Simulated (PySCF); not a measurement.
# Orbital picture of NiBr

r²SCAN at R = 2.214 Å; PySCF, no relativity, basis sets Ni def2-TZVPP, Br def2-TZVPP. State: ²Δ (doublet), unpaired electrons δ ↑. Only the outer orbitals are listed, counted within each symmetry.

| spin | orbital | occ. | ε (eV) | on Ni (%) | main shells (%) |
| --- | --- | --- | --- | --- | --- |
| α | 13σ | 1 | -8.85 | 38 | 60 Br p, 29 Ni d |
| α | 2δ | 1 | -8.78 | 100 | 100 Ni d |
| α | 6π | 1 | -7.68 | 58 | 57 Ni d, 41 Br p |
| α | 6π | 1 | -7.68 | 58 | 57 Ni d, 41 Br p |
| α | 2δ | 1 | -7.37 | 100 | 100 Ni d |
| α | 14σ | 1 | -6.49 | 82 | 66 Ni d, 18 Br p, 16 Ni s |
| α | 7π | 1 | -6.18 | 45 | 55 Br p, 42 Ni d |
| α | 7π | 1 | -6.18 | 45 | 55 Br p, 42 Ni d |
| α | 15σ | 0 | -3.60 | 89 | 66 Ni s, 20 Ni p, 11 Br p |
| α | 8π | 0 | 0.16 | 94 | 93 Ni p |
| α | 8π | 0 | 0.16 | 94 | 93 Ni p |
| β | 13σ | 1 | -8.52 | 23 | 75 Br p, 11 Ni d, 10 Ni s |
| β | 6π | 1 | -7.36 | 36 | 63 Br p, 35 Ni d |
| β | 6π | 1 | -7.36 | 36 | 63 Br p, 35 Ni d |
| β | 2δ | 1 | -7.25 | 100 | 100 Ni d |
| β | 7π | 1 | -5.77 | 67 | 64 Ni d, 33 Br p |
| β | 7π | 1 | -5.77 | 67 | 65 Ni d, 33 Br p |
| β | 14σ | 1 | -5.39 | 97 | 68 Ni d, 29 Ni s |
| β | 2δ | 0 | -4.33 | 100 | 100 Ni d |
| β | 15σ | 0 | -3.50 | 87 | 47 Ni s, 22 Ni p, 17 Ni d |
| β | 8π | 0 | -0.05 | 95 | 92 Ni p |

**Question.** Which are the highest filled and the lowest empty level, where do they sit, and how wide is the gap?

**Answer.** Highest filled β 14σ at -5.39 eV (in %: 68 Ni d, 29 Ni s); lowest empty β 2δ at -4.33 eV (in %: 100 Ni d); the gap at r²SCAN is 1.06 eV.

The bond order (Mayer) is 1.08, the ⟨S²⟩ is 0.831 and the charge on Ni (Mulliken, basis-dependent) is 0.41. The charge on Ni (Löwdin, basis-dependent) is -0.04 and the dipole moment (positive dipole means Ni(−)Br(+)) is -4.39 D.

Spin–orbit coupling is left out. With d or f electrons several states lie close, and the lowest PBE0 determinant need not be the measured ground state.
